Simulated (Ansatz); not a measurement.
A calculation with Ansatz (development build ahead of 0.2.0).

```yaml
crystal:
  periodic: [false, false, false]
  atoms:
    - { symbol: Cl, position_ang: [0.00875, -0.00367, -2.27334] }
    - { symbol: Cd, position_ang: [0.0091, -0.00182, 0.00373] }
    - { symbol: Cl, position_ang: [-0.00813, -0.00541, 2.27865] }
basis:
  gaussian: { orbitals: STO-3G }
hamiltonian:
  xc: hf
correlation:
  method: mp2
  frozen_orbitals: { Cd: 14, Cl: 5 }
```

The input is written out in the form of the current development build from the run's settings.

Output:

```
Converged                       : yes
Reference energy                : -6320.95896 hartree
Correlation energy              : -0.02367 hartree
Total energy                    : -6320.98262 hartree
Spin squared of the determinant : 0.000
```
